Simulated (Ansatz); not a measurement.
`[NH2][Sn][Cl]`, relaxed with RKS PBE0-D4/def2-TZVP in the Gaussian-basis code of Ansatz from a PBE-D4/def2-SVP geometry. The force threshold is 0.005 eV/Å; the program also tests the step.

Total charge 0; spin multiplicity 1. Sn takes the def2 core potential.

Start:

```xyz
5

N     0.688   -0.091    0.368
Sn   -1.220    0.579    0.695
Cl   -1.907    0.073   -1.581
H     0.992   -0.461   -0.538
H     1.448   -0.100    1.056
```

By how much does the energy fall, and how many steps does the optimiser take? (Estimate.)

Computed: 0.98 kcal/mol, in 5 steps.

Which bonds change most? (Best estimate.)

Ansatz gave: Sn2–Cl3 from 2.431 to 2.386 Å; N1–Sn2 from 2.048 to 2.004 Å; N1–H4 from 1.026 to 1.009 Å; N1–H5 from 1.025 to 1.008 Å.

Give the relaxed structure. (An estimate is asked.)

Ansatz gave: 
```xyz
5

N     0.678   -0.090    0.357
Sn   -1.189    0.564    0.677
Cl   -1.889    0.077   -1.552
H     0.988   -0.458   -0.530
H     1.413   -0.093    1.048
```
